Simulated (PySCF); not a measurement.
Ligands exchanged one at a time, Si C2H5-SH. Isolated molecules, 0 K electronic values unless said otherwise. One relaxed conformer stands for each flexible species; it need not be the lowest. Strings in code marks are SMILES.

Calculation: B3LYP-D3(BJ)/def2-TZVP // PBE0-D4/def2-SVP (PySCF). All candidates: neutral, multiplicity 1. B3LYP has the VWN-RPA correlation part, as in Gaussian. Excitations are Tamm–Dancoff values on a coarser integration grid. The basis has no diffuse functions, so Rydberg states are missing or too high.

The HOMO–LUMO gap comes out as 8.07 eV, the S1 excitation (TDA) is 7.20 eV and the HOMO comes out as -7.46 eV.

Q: Identify which member has these values.
(A) `CC[Si](S)(S)CC`
(B) `CC[Si](S)(S)S`
(C) `CC[Si](S)(CC)CC`
(D) `CC[Si](CC)(CC)CC`

A: D, `CC[Si](CC)(CC)CC`. The others give `CC[Si](S)(S)S`: 6.74 eV, 5.64 eV, -7.10 eV; `CC[Si](S)(S)CC`: 6.63 eV, 5.56 eV, -6.79 eV; `CC[Si](S)(CC)CC`: 7.04 eV, 5.86 eV, -6.76 eV
